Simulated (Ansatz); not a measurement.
Ansatz (a quantum-chemistry and plane-wave program) input (CCSD(T)/cc-pwCVTZ):
A basis named .json is the Basis Set Exchange file of that set.

Ansatz 0.2 input:
```yaml
crystal:
  periodic: [false, false, false]
  atoms:
    - {symbol: Si, position_ang: [-0.07963591, -0.12208754, 0.36432648]}
    - {symbol: O, position_ang: [1.34571780, -0.55284788, 0.02732197]}
    - {symbol: F, position_ang: [-1.07231551, 0.68133429, -0.59101628]}
basis:
  gaussian:
    orbitals: cc-pwCVTZ.json
magnetization: {spin_polarized: true, initial_magnetization: 1}
correlation: {method: ccsd_t, electrons: outside_noble_gas}
```

End of the output:

```
mean field evaluation 64: about -12608.1674 eV, gradient 1.2e0 eV
mean field evaluation 96: about -12606.9875 eV, gradient 2.3e0 eV
mean field evaluation 128: about -12600.3990 eV, gradient 2.2e1 eV
mean field evaluation 160: about -12606.6958 eV, gradient 1.3e-1 eV
mean field evaluation 192: about -12602.6468 eV, gradient 1.0e1 eV
mean field evaluation 224: about -12603.4152 eV, gradient 9.6e-2 eV
mean field evaluation 256: about -12601.8548 eV, gradient 1.1e1 eV
mean field evaluation 288: about -12607.2932 eV, gradient 1.7e0 eV
mean field -12608.25501579 eV, -463.3448256480 hartree, gradient 7.8e-6 eV, S^2 0.766059; 9 other end points of the search recorded, 0 dependent functions left out
determinant -12608.25501579 eV, -463.3448256480 hartree, with singles and doubles -12624.40707889 eV, -463.9384030188 hartree
determinant -12606.69614601 eV, -463.2875382402 hartree, with singles and doubles -12622.08022006 eV, -463.8528925340 hartree
determinant -12605.36667629 eV, -463.2386811293 hartree, with singles and doubles -12619.97986401 eV, -463.7757058727 hartree
7 core orbitals not correlated
reference -12608.25501579 eV, -463.3448256480 hartree; 9, 8 occupied and 129, 130 virtual orbitals, 873 factors
second order -16.25640264 eV of doubles, -0.00000000 eV of singles
coupled cluster: 1.33 GiB planned
cycle   1  -16.06521943 eV  change    -1.8e0 eV  update   2.7e-2
cycle   2  -16.12676658 eV  change   -6.2e-2 eV  update   7.0e-3
cycle   3  -16.12333964 eV  change    3.4e-3 eV  update   4.2e-3
cycle   4  -16.12463334 eV  change   -1.3e-3 eV  update   2.0e-3
cycle   5  -16.12512755 eV  change   -4.9e-4 eV  update   1.3e-3
cycle   6  -16.12601932 eV  change   -8.9e-4 eV  update   7.7e-4
cycle   7  -16.12604416 eV  change   -2.5e-5 eV  update   4.3e-4
cycle   8  -16.12610340 eV  change   -5.9e-5 eV  update   2.2e-4
cycle   9  -16.12597147 eV  change    1.3e-4 eV  update   1.2e-4
cycle  10  -16.12592157 eV  change    5.0e-5 eV  update   5.7e-5
cycle  11  -16.12599218 eV  change   -7.1e-5 eV  update   2.9e-5
cycle  12  -16.12597129 eV  change    2.1e-5 eV  update   1.3e-5
perturbative correction -0.69036571 eV, -0.0253704718 hartree
Total energy: -12625.07135278 eV, -463.9628146341 hartree
```

It need not be the lowest isomer of its formula.
